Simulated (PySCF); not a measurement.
## Polarisability and C₆ of Tc (technetium, neutral)

[Kr] 4d5 5s1 5p1, high-spin 8P determinant (an excited configuration). Computed with PySCF 2.14 in aug-cc-pwCVTZ-DK, with the spin-free X2C one-electron Hamiltonian (Gaussian nucleus). Coupled (time-dependent) response in atomic units; α is the mean over directions.

```csv
method,mean α (bohr³),"α xx, yy, zz",C₆ (like pair),S(−4)
UHF,103.8,"91.87, 127.7, 91.87",1257,5859
```

S(−4) is the Cauchy moment in α(ω) = α(0) + S(−4) ω² + …

Spin-orbit coupling is absent.

α(iu) at UHF:

```
u (hartree)  α(iu) (bohr³)
          0          103.8
     0.0500          91.40
      0.100          69.19
      0.200          38.69
      0.300          24.52
      0.500          13.22
      0.750          8.072
       1.00          5.667
       1.50          3.360
       2.00          2.251
       3.00          1.216
       5.00         0.5226
```

A single London oscillator, α(iu) = α/(1 + u²/ω²), gives C₆ = (3/4) ω α². Matching the computed C₆ needs ω = 4 × 1257 / (3 × 103.8²) = 0.156 hartree.

The components differ because the open shell of this determinant is not spherical; for a pure term their mean is the scalar polarisability.
